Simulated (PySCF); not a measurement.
bromo(trichloro)methane (CBrCl3), SMILES ClC(Cl)(Cl)Br. Atoms are numbered in the order given.

```xyz
5

Cl    -1.4588     0.8422     1.0117
C      0.0000     0.0000     0.4276
Cl     0.0000    -1.6845     1.0117
Cl     1.4588     0.8422     1.0117
Br     0.0000     0.0000    -1.5475
```

The structure is a stationary point at PBE-D3(BJ)/def2-SVP.

These are KT2/pcSseg-1 in PySCF values and carry that method's errors.

GIAO shieldings, no solvent; atoms alike by connectivity are averaged. δ = σ(ref) − σ: ³⁵Cl against HCl (σ = 945.4 ppm); ¹³C against TMS (σ = 185.1 ppm), references at their B3LYP-D3(BJ)/def2-TZVP geometries, non-relativistic (without spin–orbit terms, shifts of atoms bonded to Cl or Br come out too high).

```json
[
 {"nucleus": "³⁵Cl", "atoms": "Cl1, Cl3, Cl4", "count": "3", "δ (ppm)": "742.5"},
 {"nucleus": "¹³C", "atoms": "C2", "count": "1", "δ (ppm)": "147.3"}
]
```
